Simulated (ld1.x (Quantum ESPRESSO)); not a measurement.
## zirconium (Zr), TM: configuration errors across variants

```json
{
 "Element": "Zr (Z = 40)",
 "Generator": "ld1.x (Quantum ESPRESSO) 7.5",
 "Type": "norm-conserving Troullier–Martins (Kleinman–Bylander form)",
 "Functional": "PBE",
 "Relativity": "scalar-relativistic",
 "Frozen core": "[Ar] 3d10 4s2",
 "Valence charge": "10",
 "Reference configuration": "4p6 4d2 5s0 5p0 (charge +2)",
 "Partial waves": "4p (bound): rc 1.95 bohr; 4d (bound): rc 2.60 bohr; 5s (bound, empty): rc 2.80 bohr",
 "Local potential": "the s channel",
 "Core correction": "none"
}
```

All-electron excitation energies from the reference (eV): (1) 4p6 4d2 5s2 5p0 -20.077; (2) 4p6 4d2 5s1 5p0 -12.940; (3) 4p6 4d1 5s0 5p0 22.627; (4) 4p6 4d2 5s1.5 5p0 -17.198; (5) 4p6 4d2.5 5s1.5 5p0 -19.564; (6) 4p6 4d2 5s1 5p1 -17.036; (7) 4p5 4d2 5s2 5p0 17.917.

Errors AE − PS in meV (a dash: test not solved or not reliable):

```tsv
change	(1)	(2)	(3)	(4)	(5)	(6)	(7)	bound ghosts
base	+26	+11	-39	+19	+27	-447	-422	none
all radii scaled by about 0.78 (s 2.18, p 1.52, d 2.02 bohr)	+67	+22	-45	+44	+64	-319	-16	none
all radii scaled by about 0.96 (s 2.70, p 1.88, d 2.50 bohr)	+29	+12	-45	+21	+29	-438	-392	none
all radii scaled by about 1.07 (s 3.00, p 2.10, d 2.80 bohr)	+25	+10	-23	+18	+24	-449	-449	none
all radii scaled by about 1.18 (s 3.32, p 2.30, d 3.08 bohr)	+22	+7.5	+10	+15	+20	-443	-442	none
all radii scaled by about 1.26 (s 3.54, p 2.46, d 3.28 bohr)	+18	+3.9	+34	+10	+15	-440	-419	none
all radii scaled by about 1.39 (s 3.88, p 2.70, d 3.60 bohr)	-3.4	-11	+98	-10	-2.9	-436	-343	none
```

Problem. Give the same row for: all radii scaled by about 0.85 (s 2.38, p 1.66, d 2.20 bohr).

Solution. +47, +16, -49, +32, +43, -378, -220; bound ghosts: none.
